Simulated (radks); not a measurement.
Values are calculated unless marked as measured or tabulated.
Species: Sm. Configuration: [Xe] 4f6 6s2 (the NIST ground configuration). Code: a radial shooting solver on a logarithmic mesh with Libxc functionals. Model: Dirac Kohn-Sham, PBE, spin-unpolarised, spherical densities, point nucleus; open shells are shared between the two j in proportion to 2j + 1; speed of light set to 13703.6 atomic units (100 times the physical value, a model run).

Spin-orbit splittings of the eigenvalues, e(l+1/2) - e(l-1/2), with zeta = 2 splitting/(2l+1) and mean radii in bohr:

| shell | occ. | splitting (eV) | zeta (eV) | <r> j=l-1/2 | <r> j=l+1/2 |
|---|---|---|---|---|---|
| 2p | 6 | 0.05285 | 0.03523 | 0.08859 | 0.08859 |
| 3p | 6 | 0.01060 | 0.007064 | 0.2604 | 0.2604 |
| 3d | 10 | 0.002638 | 0.001055 | 0.2318 | 0.2318 |
| 4p | 6 | 0.002302 | 0.001535 | 0.6288 | 0.6288 |
| 4d | 10 | 0.0004746 | 0.0001898 | 0.6706 | 0.6706 |
| 4f | 6 | 0.00006013 | 0.00001718 | 0.9474 | 0.9474 |
| 5p | 6 | ? | ? | 1.702 | 1.702 |
| 5d | 0 | 0.00002019 | 8.076e-06 | 3.113 | 3.113 |
| 6p | 0 | 0.00001647 | 0.00001098 | 6.037 | 6.037 |

Estimate the 5p splitting.

Answer. 0.0002980 eV (zeta = 0.0001986 eV).
